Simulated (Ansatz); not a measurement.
## Ansatz (development build ahead of 0.2.0) run

```yaml
crystal:
  periodic: [false, false, false]
  atoms:
    - { symbol: Be, position_ang: [0.0, 0.0, 0.0] }
    - { symbol: P, position_ang: [0.0, 0.0, 5.8829] }
basis:
  gaussian: { orbitals: pcseg-2 }
magnetization:
  spin_polarized: true
  initial_magnetization: 1
hamiltonian:
  xc: { name: wB97X }
```

The input is written out in the form of the current development build from the run's settings.

Results

- Converged: yes
- Total energy: -355.89680 hartree
- Spin squared of the determinant: 1.762
- Stability test: minimum

Caution: charge can spread falsely over distant fragments; another spin multiplicity may lie lower; the unrestricted determinant is a mixture of spin states.
